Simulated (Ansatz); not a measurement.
Kohn–Sham single points on AlClFHS (`[F][Al]([SH])[Cl]`).

```yaml
crystal:
  periodic: [false, false, false]
  atoms:
    - {symbol: F, position_ang: [-1.074772, -1.532306, 1.119976]}
    - {symbol: Al, position_ang: [-0.434546, -0.368733, 0.162645]}
    - {symbol: S, position_ang: [1.608236, 0.228143, 0.503509]}
    - {symbol: Cl, position_ang: [-1.607462, 0.476178, -1.327980]}
    - {symbol: H, position_ang: [1.558343, 1.123119, -0.499550]}
basis:
  gaussian: {orbitals: def2-TZVPP}
hamiltonian: {xc: hse06, dispersion: d4}
output: {orbitals: {seedname: orbitals}}
```

```sh
$ ansatz run in.yaml --threads 2 --pin off --events-out ev --progress --plain
```

Output, abridged:

```
Functional definition: HSE06
1155 factors; their error is unknown
74 factors; integrals over basis functions are off by at most 5.4e-7 eV
mean field evaluation 1: about -32678.6190 eV, gradient 4.1e1 eV
mean field evaluation 2: about -32673.9831 eV, gradient 7.1e1 eV
mean field evaluation 4: about -32681.3610 eV, gradient 1.3e0 eV
mean field evaluation 8: about -32681.3632 eV, gradient 2.2e-2 eV
mean field evaluation 16: about -32681.4243 eV, gradient 3.0e-5 eV
mean field -32681.42432931 eV, -1201.0201918370 hartree, gradient 3.0e-5 eV, S^2 0.000000; 0 other end points of the search recorded, 0 dependent functions left out
reference -32681.42436612 eV, -1201.0201931898 hartree; 28, 28 occupied and 143, 143 virtual orbitals, 1155 factors
Total energy: -32681.52791987 eV, -1201.0239987200 hartree
```

It took 3.3 s on 2 threads of a server CPU on a shared host, with 0.37 GiB of host memory at the peak.

Changing it to `hamiltonian: {xc: {name: LC-wPBE}, dispersion: d4}` (abridged; 2.5 s):

```
WARN the engine holds no damping parameters fitted to this dispersion correction and functional, so the run takes those fitted to pbe0 (hamiltonian.dispersion, under Limitations)
Functional definition: LC-wPBE
mean field evaluation 16: about -32685.4173 eV, gradient 5.5e-5 eV
mean field -32685.41734443 eV, -1201.1669324364 hartree, gradient 1.9e-5 eV, S^2 0.000000
Total energy: -32685.52640085 eV, -1201.1709401859 hartree
```

Changing it to `hamiltonian: {xc: {name: B97M-V}}` (abridged; 8 s):

```
Functional definition: B97M-V
mean field evaluation 16: about -32687.1855 eV, gradient 4.6e-5 eV
mean field -32687.18553856 eV, -1201.2319123721 hartree, gradient 4.6e-5 eV, S^2 0.000000
Total energy: -32687.18559241 eV, -1201.2319143507 hartree
```

The same input with `hamiltonian: {xc: {name: wB97M-V}}` and forces (abridged; 11 s):

```
Functional definition: wB97M-V
mean field evaluation 16: about -32693.5507 eV, gradient 5.1e-5 eV
mean field -32693.55070955 eV, -1201.4658280915 hartree, gradient 5.1e-5 eV, S^2 0.000000
Total energy: -32693.55075304 eV, -1201.4658296895 hartree
Atom 0 force    -0.045395    -0.079319     0.065180 eV/Å
Atom 1 force     0.075471     0.068237    -0.038795 eV/Å
Atom 2 force    -0.003498     0.055956    -0.063429 eV/Å
Atom 3 force    -0.023451     0.015607    -0.028383 eV/Å
Atom 4 force    -0.003128    -0.060482     0.065428 eV/Å
Dipole moment:     0.154466     0.189983    -0.132207 e Å
```

The same input with `hamiltonian: {xc: {name: B3LYP}, dispersion: d4}` and forces (abridged; 3.7 s):

```
Functional definition: B3LYP
mean field evaluation 16: about -32697.1824 eV, gradient 3.7e-5 eV
mean field -32697.18243944 eV, -1201.5992917031 hartree, gradient 3.7e-5 eV, S^2 0.000000
Total energy: -32697.39164514 eV, -1201.6069798709 hartree
Atom 0 force    -0.057220    -0.109269     0.092109 eV/Å
Atom 1 force     0.023156     0.012698    -0.003601 eV/Å
Atom 2 force     0.091256     0.041936    -0.002056 eV/Å
Atom 3 force    -0.088833     0.054112    -0.102107 eV/Å
Atom 4 force     0.031640     0.000523     0.015655 eV/Å
Dipole moment:     0.164499     0.196104    -0.134014 e Å
```

With the line `hamiltonian: {xc: {name: B2PLYP}}` (abridged; 4.3 s):

```
Functional definition: B2PLYP
mean field evaluation 16: about -32678.2166 eV, gradient 2.1e-5 eV
mean field -32678.21662821 eV, -1200.9023109961 hartree, gradient 8.9e-6 eV, S^2 0.000000
16 core orbitals not correlated: weight in the atoms' cores, before any rotation towards them, 1.000 or more for the frozen orbitals, at most 0.000 for the correlated occupied ones
second order -22.48136352 eV of doubles, -0.00000000 eV of singles
Total energy: -32684.28674632 eV, -1201.1253837221 hartree
```

HSE06 is the plane-wave form, built on full-range PBE exchange.

LC-ωPBE has ω = 0.4 bohr⁻¹; the program lends it PBE0's D4 damping.

B3LYP takes the VWN-RPA correlation (the form of Gaussian; ORCA's B3LYP/G).
